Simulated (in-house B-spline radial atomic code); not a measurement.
A run on Al- that did not converge. Method: non-relativistic r2SCAN0, spin-polarised, spherical fractional occupations, exact exchange averaged over the configuration, point nucleus; computed with a B-spline radial code for spherical atoms.

Command:
```bash
python run_scf.py task.json out
```
Settings:
```
Z                13
configuration    [Ne] 3s2 3p2
hamiltonian      nr
method           r2scan0
spin_polarised   True
exact_exchange   averaged over the configuration
```

First and last ten iterations of the last attempt (damped for 15 steps, keeping 80 % of the old Fock matrix, then DIIS):
```
 iter        energy (Eh)    residual
    1        -242.107935    2.59e-02
    2        -239.585492    3.00e-02
    3        -239.620945    2.48e-02
    4        -239.666162    2.38e-02
    5        -240.952619    1.55e-02
    6        -242.228720    3.51e-02
    7        -242.273564    2.74e-02
    8        -242.302726    2.10e-02
    9        -242.321523    1.57e-02
   10        -242.333470    1.13e-02
  111        -242.041163    2.26e-02
  112        -242.039427    2.26e-02
  113        -242.038960    2.27e-02
  114        -242.013046    2.26e-02
  115        -242.040785    2.27e-02
  116        -242.043964    2.27e-02
  117        -242.104554    2.23e-02
  118        -240.250044    1.60e-01
  119        -240.493188    2.55e-01
  120        -240.535773    1.55e-01
 not converged after 120 iterations
```

The smallest residual met was 8.3e-04; the threshold is about 1e-07. No energy from this run should be used. Time taken, with all properties: 2.9 s on 1 thread of Arm Neoverse V2, on a shared host.
